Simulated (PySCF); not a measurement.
A geometry optimisation on [Ag(NH3)2]+, `[NH3]->[Ag+]<-[NH3]`.

Computed with PBE0-D3(BJ)/def2-SVP geometry optimisation, gas phase, def2 core potentials past Kr (PySCF 2.14.0). Start geometry: GFN2-xTB. The input is one job of a driver script: a line of settings, then coordinates in Å.

Input:
```
{"job": {"xc": "PBE0", "basis": "def2-SVP", "d3": "d3bj", "grid": 1, "maxiter": 30, "shake": 0.03, "kind": "geom"}, "charge": 1, "multiplicity": 1}
Ag     0.065840    -0.073440     0.012510
N     -0.020750    -0.029030     2.258630
H     -0.479480     0.820080     2.634770
H      1.033500    -0.077340     2.648270
H     -0.540200    -0.820280     2.613260
N     -0.007490     0.030420    -2.272190
H     -0.909180     0.012610    -2.653150
H      0.520690    -0.781740    -2.674200
H      0.469810     0.849280    -2.593570
```

Output:
```
step   0  E = -259.68640332  max force = 0.064220
step   1  E = -259.70029653  max force = 0.009530
step   2  E = -259.70097317  max force = 0.002417
step   3  E = -259.70110824  max force = 0.001208
step   4  E = -259.70115185  max force = 0.000800
step   5  E = -259.70115973  max force = 0.000458
step   6  E = -259.70116459  max force = 0.000248
optimisation converged
```

Energies in Eh; «max force» is the largest Cartesian gradient component in Eh/bohr.

Give the first gradient maximum in eV/Å.

With 1 Eh/bohr = 51.422 eV/Å, 3.302 eV/Å.

Main results: final energy -259.70116 Eh after 6 steps.

Time: 21 s of wall time; peak memory 0.36 GiB. Hardware: one thread, Intel Xeon Platinum 8375C at 2.90 GHz (x86_64), no GPU, shared host with 96 logical CPUs at a one-minute load of 22.
Labels such as C1 count atoms from 1, the log's own numbers from 0.
